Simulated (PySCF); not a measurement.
CH₂BrF, SMILES BrCF (PBE0/def2-SVP optimised geometry):

```
5

F      1.019    -0.662     0.000
C     -0.322    -0.662     0.000
Br    -1.019     1.146     0.000
H     -0.704    -1.146    -0.909
H     -0.704    -1.146     0.909
```

Method: PBE0/def2-TZVP (PySCF 2.14.0).

Question: What are the frontier orbital energies and the dipole moment?

Answer: HOMO-2 -10.29 eV, HOMO-1 -8.57 eV, HOMO -8.26 eV, LUMO -0.16 eV, LUMO+1 1.63 eV; dipole moment 1.76 D.

Meta-Löwdin charges at PBE0/def2-TZVP: F1 -0.27, C2 0.08, Br3 -0.09, H4 0.14, H5 0.14.
